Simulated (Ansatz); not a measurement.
A run for Ansatz (a first-principles code): U-CCSD(T)/cc-pVDZ on GeH2O (SMILES [OH][GeH]), a point of a bond scan (R = 3.733 Å). The run froze 15 orbitals, filled d shells among them.

Ansatz 0.2 input:
```yaml
crystal:
  periodic: [false, false, false]
  atoms:
    - {symbol: Ge, position_ang: [-0.23528061, -0.20095819, 0.24734314]}
    - {symbol: H, position_ang: [-2.93910635, 0.18828578, -2.29664070]}
    - {symbol: O, position_ang: [1.02522544, 0.68082931, -0.68889534]}
    - {symbol: H, position_ang: [0.73803318, 1.01574925, -1.54508087]}
basis:
  gaussian:
    orbitals: cc-pVDZ
correlation: {method: ccsd_t, electrons: outside_noble_gas}
scf: {omitted_lower_state_checks: [cluster_reference]}
magnetization: {spin_polarized: true, initial_magnetization: 0}
```

The log:

```
WARN ansatz: RAYON_NUM_THREADS=1 ignored (pool sized by the plan → 1); use --threads N
Functional definition: HF
these checks for a lower state are left out or cut short: cluster_reference
integrals: 0.03 GiB planned
546 factors; integrals over basis functions are off by at most 1.4e-3 eV
mean field: 0.14 GiB planned
mean field evaluation 1: about -58532.8544 eV, gradient 2.4e1 eV
mean field evaluation 2: about -58532.8569 eV, gradient 2.4e1 eV
mean field evaluation 4: about -58536.7456 eV, gradient 1.6e0 eV
mean field evaluation 8: about -58536.7808 eV, gradient 1.3e-3 eV
mean field evaluation 16: about -58539.1381 eV, gradient 8.1e-2 eV
mean field evaluation 32: about -58539.1340 eV, gradient 2.7e-6 eV
mean field evaluation 64: about -58538.8107 eV, gradient 4.5e-1 eV
mean field evaluation 96: about -58539.0118 eV, gradient 1.1e0 eV
mean field evaluation 128: about -58536.7808 eV, gradient 3.0e-4 eV
mean field -58539.13401123 eV, -2151.2734956624 hartree, gradient 1.5e-6 eV, S^2 0.990282; 13 other end points of the search recorded, 0 dependent functions left out
15 core orbitals not correlated
reference -58539.13401123 eV, -2151.2734956624 hartree; 6, 6 occupied and 30, 30 virtual orbitals, 546 factors
second order -6.85235134 eV of doubles, -0.00000000 eV of singles
coupled cluster: 0.09 GiB planned
cycle   1  -6.96186248 eV  change   -1.1e-1 eV  update   9.4e-2
cycle   2  -7.20320953 eV  change   -2.4e-1 eV  update   3.4e-2
cycle   3  -7.30425849 eV  change   -1.0e-1 eV  update   2.3e-2
cycle   4  -7.30139800 eV  change    2.9e-3 eV  update   7.6e-3
cycle   5  -7.30087682 eV  change    5.2e-4 eV  update   4.4e-3
cycle   6  -7.30215504 eV  change   -1.3e-3 eV  update   2.9e-3
cycle   7  -7.30215708 eV  change   -2.0e-6 eV  update   2.4e-3
cycle   8  -7.30336376 eV  change   -1.2e-3 eV  update   2.2e-3
cycle   9  -7.30588139 eV  change   -2.5e-3 eV  update   1.8e-3
cycle  10  -7.30621909 eV  change   -3.4e-4 eV  update   1.1e-3
cycle  11  -7.30750579 eV  change   -1.3e-3 eV  update   6.8e-4
cycle  12  -7.30764109 eV  change   -1.4e-4 eV  update   3.7e-4
cycle  13  -7.30771146 eV  change   -7.0e-5 eV  update   1.7e-4
cycle  14  -7.30772798 eV  change   -1.7e-5 eV  update   9.7e-5
cycle  15  -7.30769790 eV  change    3.0e-5 eV  update   5.5e-5
cycle  16  -7.30769049 eV  change    7.4e-6 eV  update   3.1e-5
cycle  17  -7.30769788 eV  change   -7.4e-6 eV  update   1.6e-5
cycle  18  -7.30769711 eV  change    7.7e-7 eV  update   6.7e-6
coupled cluster: 0.09 GiB planned
perturbative correction -0.19992237 eV, -0.0073470115 hartree
Total energy: -58546.64163070 eV, -2151.5493955892 hartree
Checks for a lower state left out: cluster_reference
```

The run converged. Its determinant has ⟨S²⟩ = 0.99, a mixture of spin states.

Cost: very roughly 4 core-seconds.
